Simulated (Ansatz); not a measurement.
Consider the redistribution: `F[SiH2][TeH]` + `FCO[SiH2][SeH]` → `[SeH][SiH2][TeH]` + `FCO[SiH2]F`.

Calculated with Ansatz (gas phase, PBE0-D4/def2-TZVP geometries, no zero-point term in ΔE). CBS: MP2 limit from def2 TZ/QZ plus the TZ coupled-cluster correction, frozen cores. DFT in def2-TZVPP. B3LYP here is the variant with VWN-RPA as its local correlation; programs differ in this. def2 core potentials past Kr. For Se, Te outer-core shells are correlated without core-valence functions, which leaves a few kJ/mol of doubt a bond. Scalar relativity is left out up to krypton. One conformer a species, not always the lowest.

(1) Is it downhill or uphill in electronic energy at CCSD(T)/CBS, and by how much? (Estimate.)

(2) What do these levels give: PBE-D4, r2SCAN-D4, PBE0-D4, ωB97X-V, ωB97M-V, PBE, r2SCAN, PBE0, B3LYP, CCSD(T)/def2-TZVPP, HF/def2-QZVPP, MP2/CBS(def2)? (An estimate is asked.)

Largest T1 diagnostic among the species: 0.012.

Answers

(1) The calculation gave: Downhill: ΔE = -3.0 kcal/mol.

(2) The calculation gave: PBE-D4 -1.9, r2SCAN-D4 -2.2, PBE0-D4 -2.5, ωB97X-V -2.4, ωB97M-V -2.3, PBE -1.8, r2SCAN -2.2, PBE0 -2.5, B3LYP -2.4, CCSD(T)/def2-TZVPP -3.0, HF/def2-QZVPP -3.8, MP2/CBS(def2) -3.4 kcal/mol.
